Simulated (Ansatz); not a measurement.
Wavefunction ladder for H5O2Si2, SMILES `O[SiH][SiH2]O` radical

```xyz
9

O     0.4695    0.6123    2.2191
Si    0.8743   -0.2869    0.8850
Si   -0.9346   -0.2643   -0.6163
O    -0.4360   -0.8272   -2.0898
H     1.1831    0.9100    2.7861
H     2.1223    0.2665    0.2544
H    -1.9998   -1.1951   -0.1729
H    -1.5172    1.1078   -0.7185
H     0.2384   -0.3230   -2.5469
```

The species carries charge 0 and has multiplicity 2. All single points use the PBE0-D4/def2-TZVP geometry. It is one conformer, not always the lowest. Frozen core, unrestricted reference, the Gaussian-basis code of Ansatz. CBS rows extrapolate triple and quadruple zeta; past MP2 they add the triple-zeta difference.

| basis | HF (Eh) | MP2 corr. | CCSD corr. | (T) | CCSD(T) total |
| --- | --- | --- | --- | --- | --- |
| def2-TZVPP | -730.64374 | -0.70457 | -0.74136 | -0.02614 | -731.41124 |
| def2-QZVPP | -730.66984 | -0.76224 | – | – | – |
| CBS(def2) | -730.67343 | -0.80496 | -0.84175 | as TZ | -731.54132 |
